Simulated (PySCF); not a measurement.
# Spinor energies of Rh(18+) (rhodium, charge +18)

Start: [Ar] 3d9; 3d3/2 filled at m_j = -3/2, -1/2, +1/2, +3/2; 3d5/2 filled at m_j = -3/2, -1/2, +1/2, +3/2, +5/2. Calculated with PySCF 2.14 in an uncontracted even-tempered set (17 s from 1.9 bohr⁻², ratio 2.8; 13 p from 2.4 bohr⁻², ratio 2.8; 8 d from 2.4 bohr⁻², ratio 2.8; 4 f from 12 bohr⁻², ratio 3): generalised Hartree-Fock with the X2C-1e Hamiltonian and a Gaussian nucleus; one run each with spin-orbit coupling (SO) switched off, then screened by Boettger's factors.

```tsv
spinor shell	electrons	ε, spin-free (eV)	ε, screened SO (eV)	weight of nominal j (screened SO)	rms radius, screened SO (bohr)
1s1/2	2	-23855.6	-23854.1	1.000	0.0374
2s1/2	2	-3966.9	-3966.3	1.000	0.153
2p1/2	2	-3602.2	-3703.4	1.000	0.133
2p3/2	4	-3602.2	-3554.9	1.000	0.138
3s1/2	2	-1118.8	-1118.6	1.000	0.409
3p1/2	2	-995.24	-1015.9	0.994	0.402
3p3/2	4	-995.24	-985.49	0.997	0.412
3d3/2	4	-805.14	-809.00	0.953	0.383
3d5/2	5	-805.14	-802.29	0.963	0.386
```

```
   quantity    spin-free  screened SO
E (hartree)  -4643.52310  -4644.33246
        M_J          5/2          5/2
       ⟨J²⟩        8.751        8.751
       ⟨L²⟩        6.000        6.008
       ⟨S²⟩        0.750        0.757
```

Each row is a mean over spinors that exchange with the open shell spreads, by up to 15.001 eV (3p3/2).

Breit and QED terms are absent; they matter most for the inner s and p1/2 levels.

Densities and radii are taken from the X2C orbitals without a picture-change correction, which distorts them close to the nucleus.

Without spin-orbit coupling the j labels of p, d and f shells carry no meaning; the spin-free column gives the mean over the occupied spinors of each nl shell.
